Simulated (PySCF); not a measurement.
CH5F2NOSi, SMILES CN[Si](O)(F)F. Geometry: r2SCAN-D4/def2-SVP. The structure was generated by enumeration, and PubChem lists no compound with its InChIKey, so it may never have been made. One conformer was computed; it need not be the lowest.

Computed equilibrium geometry at r2SCAN-D4/def2-SVP (PySCF confirms it by a frequency run) as bond lengths and angles (one conformer of several):
Atoms: C1 N2 Si3 O4 F5 F6 H7 H8 H9 H10 H11. Bonded distances (Å): C1–N2 1.453, C1–H7 1.106, C1–H8 1.101, C1–H9 1.104, N2–Si3 1.694, N2–H10 1.016, Si3–O4 1.639, Si3–F5 1.612, Si3–F6 1.610, O4–H11 0.964. Angles (°): N2–C1–H7 113.3, N2–C1–H8 109.3, N2–C1–H9 111.5, H7–C1–H8 107.4, H7–C1–H9 107.9, H8–C1–H9 107.2, C1–N2–Si3 125.0, C1–N2–H10 114.8, Si3–N2–H10 118.3, N2–Si3–O4 112.3, N2–Si3–F5 106.3, N2–Si3–F6 115.8, O4–Si3–F5 113.4, O4–Si3–F6 103.6, F5–Si3–F6 105.4, Si3–O4–H11 116.1.
Charge 0, spin multiplicity 1.
